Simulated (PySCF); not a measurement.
Species: C6H9N3.
Atom-mapped SMILES: `[CH2:1]=[CH:2][CH2:3][n:4]1[cH:5][c:6]([CH3:7])[n:8][n:9]1` (hydrogens: H10, H11 on C1; H12 on C2; H13, H14 on C3; H15 on C5; H16, H17, H18 on C7)

Cartesian coordinates in Å at the PBE0-D3(BJ)/def2-SVP level; atoms count from 1:
```
atom  x, y, z in Å
C1    -3.1903    0.7273    0.2867
C2    -2.2472    0.5051   -0.6282
C3    -1.4525   -0.7589   -0.7244
N4    -0.0268   -0.5132   -0.6677
C5     0.6832    0.1461    0.2782
C6     1.9905    0.0606   -0.1614
C7     3.2481    0.5973    0.4266
N8     1.9822   -0.6363   -1.3289
N9     0.7728   -0.9751   -1.6248
H10   -3.7593    1.6601    0.3046
H11   -3.4363   -0.0212    1.0472
H12   -2.0139    1.2701   -1.3781
H13   -1.6127   -1.2577   -1.6924
H14   -1.7412   -1.4639    0.0718
H15    0.2155    0.6065    1.1441
H16    3.3096    1.6926    0.3279
H17    4.1037    0.1615   -0.1061
H18    3.3386    0.3522    1.4951
```

Computed with PySCF at CAM-B3LYP/def2-SVPD, non-relativistic, on one gas-phase PBE0-D3(BJ)/def2-SVP geometry that isn't relaxed in the solvent. The solvent is an IEF-PCM continuum (Bondi radii, 1.10 Å for H, scaled by 1.2), and excitations are vertical TDDFT with non-equilibrium linear response and a frozen core. Specific hydrogen bonds and non-electrostatic terms are outside this model.

Gas-phase singlets (H = HOMO, L = LUMO):

| state | E (eV) | λ (nm) | f | leading configurations |
| --- | --- | --- | --- | --- |
| S1 | 5.797 | 214 | 0.006 | H-1→L+1 58%, H-1→L 17% |
| S2 | 6.351 | 195 | 0.101 | H→L+1 55%, H→L 28% |
| S3 | 6.768 | 183 | 0.005 | H→L 56%, H→L+1 30% |
| S4 | 7.038 | 176 | 0.018 | H→L+2 52%, H→L+3 23% |
| S5 | 7.127 | 174 | 0.115 | H-2→L 30%, H-2→L+1 20% |

Problem. Give the list for benzene (ε = 2.271), n² = 2.25.

Solution. 
| state | E (eV) | λ (nm) | f | leading configurations | change by rank (eV) |
| --- | --- | --- | --- | --- | --- |
| S1 | 5.907 | 210 | 0.009 | H-1→L 36%, H-1→L+1 36% | +0.110 |
| S2 | 6.285 | 197 | 0.154 | H→L 49%, H→L+1 41% | -0.066 |
| S3 | 6.911 | 179 | 0.014 | H→L+1 35%, H→L 19% | +0.143 |
| S4 | 7.103 | 175 | 0.291 | H-2→L 29%, H→L 19% | +0.065 |
| S5 | 7.170 | 173 | 0.153 | H→L+2 49%, H→L+3 16% | +0.043 |

Problem. How do the frontier levels move from gas to benzene?

Solution. 
```tsv
orbital	gas (eV)	solvent (eV)	change (eV)	Löwdin shares, gas	Löwdin shares, solvent
LUMO+2	1.32	1.47	+0.15	C1 22 %, C5 11 %, C2 9 %, H15 9 %	C1 18 %, C5 12 %, C7 10 %, H15 10 %
LUMO+1	0.96	1.02	+0.06	N9 15 %, N4 14 %, C5 14 %, H14 9 %	N4 14 %, C1 13 %, N9 13 %, C2 11 %
LUMO	0.65	0.79	+0.14	C1 31 %, C2 30 %, H11 6 %, H10 6 %	C1 22 %, C2 22 %, N9 10 %, N4 8 %
HOMO	-8.49	-8.52	-0.03	C6 26 %, C5 22 %, N9 20 %, N4 11 %	C6 26 %, C5 22 %, N9 20 %, N4 10 %
HOMO-1	-8.94	-9.10	-0.16	N8 48 %, N9 24 %, C6 10 %, N4 8 %	N8 41 %, N9 20 %, C6 8 %, C1 8 %
HOMO-2	-9.42	-9.37	+0.05	N8 19 %, N4 16 %, C1 16 %, C2 16 %	C1 19 %, C2 19 %, N8 18 %, N4 11 %
HOMO-3	-9.91	-9.86	+0.05	C2 22 %, C1 21 %, N8 14 %, N4 12 %	N8 20 %, N4 18 %, C2 14 %, C1 12 %
```

The HOMO–LUMO gap goes from 9.13 to 9.31 eV. Rows go by rank; for LUMO and LUMO+1 the atom shares or the degeneracy differ between the runs, so the row needn't follow one orbital.
